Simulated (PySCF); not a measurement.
# What a mistake does to a calculation on CH5N2Si

Calculated results; nothing here was measured. The program is PySCF 2.14.0, an open-source quantum chemistry code, run on an isolated molecule that a program drew, which may never have been made. The molecule is CH5N2Si (charge 0, doublet), drawn as the SMILES string `[CH2]N=[SiH]N`.

Each row is a Hartree-Fock (HF) and frozen-core CCSD(T) single point in the cc-pV(D+d)Z basis, meant for a local HF minimum. Run 1 is clean. Each other run has one planted mistake out of seven kinds, and not every kind appears here: one electron removed, one electron added, multiplicity raised by two, geometry at a saddle point, minimal basis STO-3G, one bond length entered in bohr, all coordinates scaled. The reference is restricted for singlets and unrestricted otherwise, and also for a bond in bohr. Adding or removing an electron swaps singlet and doublet. Electrons count all cores. HOMO and LUMO are orbital energies over both spins, the gradient is its largest component, and the lowest frequency (negative if imaginary) is given only where the gradient is small. Bond lengths are over the 8 bonds as drawn. T1 is the CCSD diagnostic: over 0.02 (restricted) or 0.045 (unrestricted) a single reference is doubtful.

Geometry of the clean run:
```xyz
9
CH5N2Si, angstrom
C    -2.1160    0.9906   -0.3470
N    -1.7622   -0.1124   -0.8526
Si   -0.1311   -0.6935   -0.9854
N     1.0449    0.1861   -0.0814
H    -1.4274    1.6904    0.1380
H    -3.1648    1.2936   -0.3664
H    -0.1145   -2.0949   -0.5160
H     1.4886    1.0010   -0.4596
H     1.6693   -0.3016    0.5334
```

| run | electrons | basis functions | <S^2> | HOMO (eV) | LUMO (eV) | gradient (hartree/bohr) | lowest frequency (cm^-1) | mean bond (Å) | longest bond (Å) | T1 | HF (hartree) | CCSD(T) (hartree) | mistake |
|---|---|---|---|---|---|---|---|---|---|---|---|---|---|
| 1 | 39 | 90 | 0.844 | -8.24 | 2.21 | 4.3e-05 | 142 | 1.2993 | 1.737 | 0.0260 | -438.60333 | -439.20487 | no fault |
| 2 | 38 | 90 | 0.000 | -16.03 | -6.13 | 1.0e-01 | - | 1.2993 | 1.737 | 0.0268 | -438.33799 | -438.93966 | one electron removed |
| 3 | 39 | 90 | 3.772 | -6.44 | 1.57 | 1.3e-01 | - | 1.2993 | 1.737 | 0.0205 | -438.49266 | -439.05924 | multiplicity raised by two |
| 4 | 39 | 90 | 1.233 | -7.98 | 1.97 | 3.0e-02 | - | 1.4911 | 3.259 | 0.0586 | -438.50127 | -439.08982 | one bond length entered in bohr |
| 5 | 40 | 90 | 0.000 | 0.18 | 9.24 | 9.3e-02 | - | 1.2993 | 1.737 | 0.0182 | -438.55606 | -439.19578 | ? |

**Which mistake was planted in run 5, and what did it cost?**

It counts 40 electrons, one more than the clean run, at the same geometry and basis. So the mistake is: one electron added. Subtracting run 1 and multiplying by 627.51 kcal/mol a hartree, the energy moved by 29.7 kcal/mol in HF and 5.7 kcal/mol in CCSD(T).

Cautions from the logs. Run 2: T1 is over the limit, so its CCSD(T) energy is less reliable; run 4: T1 is over the limit, so its CCSD(T) energy is less reliable; run 5: the HOMO is above zero, so the electron isn't bound and the energy depends on the basis.
